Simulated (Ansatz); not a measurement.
Species: trimethoxysilane, C₃H₁₀O₃Si (charge 0, singlet). SMILES: CO[SiH](OC)OC
Structure (B3LYP-D3(BJ)/def2-TZVP (Ansatz, a quantum-chemistry and plane-wave program) minimum search):
```xyz
17

Si    -0.0187    -0.1084    -0.2693
O     -0.3530     1.4862    -0.2867
C      0.3783     2.4604    -1.0151
O      1.4862    -0.3275     0.3154
C      2.1111    -1.5892     0.4947
O     -1.0818    -0.8616     0.7092
C     -2.4891    -0.8693     0.5251
H     -0.1143    -0.6607    -1.6410
H      0.4719     2.1842    -2.0702
H      1.3781     2.5895    -0.5942
H     -0.1596     3.4058    -0.9492
H      1.6274    -2.1510     1.2970
H      2.0797    -2.1852    -0.4230
H      3.1533    -1.4153     0.7611
H     -2.9202    -1.5653     1.2443
H     -2.9081     0.1249     0.6965
H     -2.7588    -1.1975    -0.4837
```
Charge 0, spin multiplicity 1.

Property: atomisation energy (electronic, to ground-state atoms); the coupled-cluster value holds the core correlation from cc-pwCVTZ, in kcal/mol. Valence correlation only, unless marked. Open shells are spin-unrestricted. No spin-orbit coupling. Non-relativistic. CBS(X,Y): correlation extrapolated as X^-3; Hartree-Fock from the larger set. [CCSD(T)-MP2]/basis is that difference in the basis named.

Level to compare with: RI-MP2/CBS(aug-cc-pV(T+d)Z,aug-cc-pV(Q+d)Z)+[CCSD(T)-MP2]/aug-cc-pV(T+d)Z plus the core term (Ansatz), 1604.5 kcal/mol. It is a level with limits of its own, and the differences hold the functionals' basis error too.

Task: Rank these functionals by how close they come to RI-MP2/CBS(aug-cc-pV(T+d)Z,aug-cc-pV(Q+d)Z)+[CCSD(T)-MP2]/aug-cc-pV(T+d)Z, closest first: wB97M-V/def2-TZVPD (Ansatz); r2SCAN0/def2-TZVPD (Ansatz); PBE0/def2-TZVPD (Ansatz).

Result: wB97M-V/def2-TZVPD (range-separated hybrid meta-GGA with VV10, 1596.9 kcal/mol, difference -7.6), PBE0/def2-TZVPD (global hybrid, 1581.1 kcal/mol, difference -23.4), r2SCAN0/def2-TZVPD (hybrid meta-GGA, 1567.7 kcal/mol, difference -36.8)
